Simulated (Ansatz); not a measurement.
Basis-set extrapolation for C3H5AlS, SMILES `S[CH2][Al]1[CH]=[CH]1` (PBE0-D4/def2-TZVP geometry, frozen core, Ansatz 0.2.0). Multiplicity 1, RHF reference.

|  | def2-TZVPP | def2-QZVPP |
| --- | --- | --- |
| HF | -755.944548 | -755.967615 |
| MP2 correlation | -0.734170 | -0.785993 |
| CCSD(T) correlation | -0.817639 | not run |

Energies in hartree. Use E(X) = E(∞) + A·exp(−7.88·√X) for Hartree–Fock and E(X) = E(∞) + B·X^(−2.97) for correlation, with X = 3 and 4, and add CCSD(T) minus MP2 of the smaller set to the MP2 limit.

What is the CCSD(T) energy at the basis-set limit?

HF limit: -755.967615 + (-0.023067) × 0.13774 = -755.97079. MP2 limit: -0.785993 + (-0.051823) × 0.74074 = -0.82438. Higher-order term: -0.817639 − (-0.734170) = -0.08347. Total: -756.87864 hartree, 3.17 eV below CCSD(T)/def2-TZVPP.
